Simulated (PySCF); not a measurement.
Excitations are Tamm–Dancoff values on a coarser integration grid. The basis has no diffuse functions, so Rydberg states are missing or too high.

Cartesian coordinates (Å):
SMILES: SB(S)[SiH3]
```xyz
9

Si     1.1085    -0.0876     0.2413
B     -0.8472     0.0799    -0.1854
S     -1.9745    -1.3143    -0.0167
S     -1.5830     1.6151    -0.7654
H      1.7433    -1.0876    -0.6546
H      1.2938    -0.5558     1.6384
H      1.8154     1.2078     0.0776
H     -1.0859    -2.2240     0.4167
H     -0.4702     2.3666    -0.7519
```
Charge 0, spin multiplicity 1.

Task: Predict the LUMO, T1 excitation (TDA), brightest of the four lowest singlets (TDA), S1 oscillator strength and HOMO from PBE-D3(BJ)/def2-TZVP // B3LYP-D3(BJ)/def2-TZVP in PySCF 2.14.0.

Result: 
```json
{
  "LUMO": "-2.37 eV",
  "T1 excitation (TDA)": "3.80 eV",
  "brightest of the four lowest singlets (TDA)": "5.11 eV",
  "S1 oscillator strength": "0.001",
  "HOMO": "-6.48 eV"
}
```
